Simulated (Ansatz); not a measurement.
`F[CH]([SiH3])[GeH3]` + `OCF` → `FCOC(F)[SiH3]` + GeH₄  (substitution at a C–Ge bond)

Calculated with Ansatz (gas phase, PBE0-D4/def2-TZVP geometries, no zero-point term in ΔE). CCSD(T)/CBS adds triple-zeta CCSD(T) − MP2 to the extrapolated MP2 energy (def2 sets, frozen cores). Functionals use def2-TZVPP. B3LYP here is the variant with VWN-RPA as its local correlation; programs differ in this. For Ge outer-core shells are correlated without core-valence functions, which leaves a few kJ/mol of doubt a bond. Scalar relativity is left out up to krypton. Each species was taken in one conformer, which may not be the lowest.

`F[CH]([SiH3])[GeH3]`:

Z-matrix (Å, degrees):
```
C
Si 1 1.891
Ge 1 1.981 2 114.3
F 1 1.403 2 109.4 3 121.8
H 1 1.097 2 109.5 3 -120.7
H 2 1.487 1 107.6 3 61.3
H 2 1.485 1 110.5 3 -178.9
H 2 1.485 1 109.8 3 -57.8
H 3 1.535 1 109.5 2 56.5
H 3 1.535 1 109.0 2 176.9
H 3 1.538 1 108.6 2 -63.3
```

`OCF`:

Cartesian coordinates in Å:
```
O 0.142 -0.256 1.042
C 0.170 0.125 -0.274
F -0.832 1.033 -0.550
H -0.630 -0.809 1.195
H 0.024 -0.714 -0.965
H 1.127 0.620 -0.448
```

`FCOC(F)[SiH3]`:

Z-matrix (Å, degrees):
```
C
O 1 1.383
F 1 1.374 2 110.3
H 1 1.090 2 106.9 3 -117.7
H 1 1.094 2 111.7 3 119.4
C 2 1.389 1 115.0 3 -73.6
F 6 1.392 2 109.3 1 -74.1
Si 6 1.911 2 108.5 1 166.5
H 6 1.097 2 110.6 1 42.0
H 8 1.482 6 108.6 2 56.5
H 8 1.484 6 108.0 2 176.6
H 8 1.484 6 108.4 2 -64.1
```

GeH₄:

Cartesian coordinates in Å:
```
Ge 0.000 0.000 0.000
H -0.280 -1.017 -1.114
H 0.230 1.385 -0.619
H 1.251 -0.426 0.779
H -1.201 0.059 0.953
```

```json
{"level": "PBE0-D4", "ΔE (eV)": "0.24"}
{"level": "ωB97M-V", "ΔE (eV)": "0.20"}
{"level": "PBE0", "ΔE (eV)": "0.23"}
{"level": "B3LYP", "ΔE (eV)": "0.18"}
{"level": "CCSD(T)/def2-TZVPP", "ΔE (eV)": "0.22"}
{"level": "HF/def2-QZVPP", "ΔE (eV)": "0.08"}
{"level": "HF/CBS(def2)", "ΔE (eV)": "0.08"}
{"level": "CCSD/CBS(def2)", "ΔE (eV)": "0.28"}
```

(1) What does CCSD(T)/CBS give? (An estimate is asked.)

Largest T1 diagnostic among the species: 0.012.

Results:

(1) Ansatz gave: +0.28 eV. The listed levels differ from it by -0.04, -0.08, -0.05, -0.10, -0.06, -0.20, -0.20, 0.00 eV.

In def2-TZVPP, CCSD(T) changes the Hartree–Fock value by +0.14 eV (the triples alone add +0.00 eV) and MP2 by +0.20 eV.
